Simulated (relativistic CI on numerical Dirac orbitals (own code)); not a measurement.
**Electric-dipole lines of O⁵⁺**

These numbers are calculated, not measured: Dirac-Coulomb-Breit CI, separate exchange-only KLI orbitals for each configuration, QED by a radiative potential, valence Slater integrals scaled by 0.9, configuration energies shifted to the measured levels that pair with them (semi-empirical) (own radial code, finite nucleus).

Configurations in the expansion (outside the closed core 1s2): 2s, 2p, 3s, 3p, 3d, 4s, 4p, 4d, 4f, 5s, 6s, 6d, 7s, 7d, 9d. Levels of other configurations are missing.

```csv
λ vac (nm),Lower,Upper,A (s⁻¹),gf,Branching (%)
11.582,2s 2S_1/2 [1],4p 2P°_3/2 [11],1.20e+10,9.68e-02,76.9
12.979,2p 2P°_1/2 [2],4d 2D_3/2 [12],2.47e+10,2.49e-01,63.8
12.987,2p 2P°_3/2 [3],4d 2D_5/2 [13],2.96e+10,4.49e-01,76.6
15.009,2s 2S_1/2 [1],3p 2P°_3/2 [6],2.53e+10,3.42e-01,99.8
15.012,2s 2S_1/2 [1],3p 2P°_1/2 [5],2.54e+10,1.72e-01,99.8
17.294,2p 2P°_1/2 [2],3d 2D_3/2 [7],7.38e+10,1.32e+00,83.3
17.308,2p 2P°_3/2 [3],3d 2D_5/2 [8],8.85e+10,2.38e+00,100.0
17.309,2p 2P°_3/2 [3],3d 2D_3/2 [7],1.47e+10,2.65e-01,16.7
29.593,3p 2P°_3/2 [6],6d 2D_5/2 [19],2.51e+09,1.98e-01,n/a
44.771,3s 2S_1/2 [4],4p 2P°_3/2 [11],3.01e+09,3.62e-01,19.2
44.784,3s 2S_1/2 [4],4p 2P°_1/2 [10],3.02e+09,1.82e-01,19.2
49.810,3p 2P°_1/2 [5],4d 2D_3/2 [12],7.55e+09,1.12e+00,19.5
49.842,3p 2P°_3/2 [6],4d 2D_5/2 [13],9.06e+09,2.02e+00,23.4
49.847,3p 2P°_3/2 [6],4d 2D_3/2 [12],1.51e+09,2.25e-01,3.9
51.962,3d 2D_3/2 [7],4f 2F°_5/2 [14],1.67e+10,4.07e+00,93.3
51.972,3d 2D_5/2 [8],4f 2F°_7/2 [15],1.79e+10,5.81e+00,100.0
51.974,3d 2D_5/2 [8],4f 2F°_5/2 [14],1.20e+09,2.91e-01,6.7
53.639,3p 2P°_3/2 [6],4s 2S_1/2 [9],3.00e+09,2.59e-01,27.5
58.849,4p 2P°_3/2 [11],7d 2D_5/2 [22],6.92e+08,2.16e-01,n/a
71.003,4p 2P°_1/2 [10],6d 2D_3/2 [18],9.18e+08,2.77e-01,n/a
71.031,4p 2P°_3/2 [11],6d 2D_5/2 [19],1.10e+09,5.00e-01,n/a
103.20,2s 2S_1/2 [1],2p 2P°_3/2 [3],4.19e+08,2.68e-01,100.0
103.75,2s 2S_1/2 [1],2p 2P°_1/2 [2],4.12e+08,1.33e-01,100.0
117.24,4p 2P°_3/2 [11],5s 2S_1/2 [16],9.84e+08,4.06e-01,15.5
381.31,3s 2S_1/2 [4],3p 2P°_3/2 [6],5.12e+07,4.46e-01,0.2
383.47,3s 2S_1/2 [4],3p 2P°_1/2 [5],5.03e+07,2.22e-01,0.2
934.56,4s 2S_1/2 [9],4p 2P°_3/2 [11],1.17e+07,6.15e-01,0.1
939.92,4s 2S_1/2 [9],4p 2P°_1/2 [10],1.15e+07,3.06e-01,0.1
1189.2,3p 2P°_3/2 [6],3d 2D_5/2 [8],1.36e+06,1.73e-01,0.0
2853.6,4p 2P°_3/2 [11],4d 2D_5/2 [13],4.20e+05,3.07e-01,0.0
```

Terms are leading LS components. Brackets give the number of a level in order of energy, since labels repeat. The list gives strong lines, with weight on those to low levels, without lines whose two gauges differ by over a factor of 2.5. Levels whose partners in the same complex of configurations lie outside the list can be far off, and so can their lines. Rates are taken at the computed energies, electric ones in the length gauge.

Configurations whose levels could be paired with our table of measured levels were shifted onto them, all but the ground configuration, by the median error of their levels; single terms can still be off by 1,000 to 2,000 cm⁻¹ or more, and rates follow the energies as ν³ (E1, M1) or ν⁵ (E2). The others borrow a shift and can be off by several thousand cm⁻¹ or more. 23 of the 23 excited levels that our extract of the measured tables holds in this range could be paired (the sources list more); they are missed by 4 cm⁻¹ on average and 12 at most, after the shifts were fitted to these levels, and levels without a partner can miss by more.
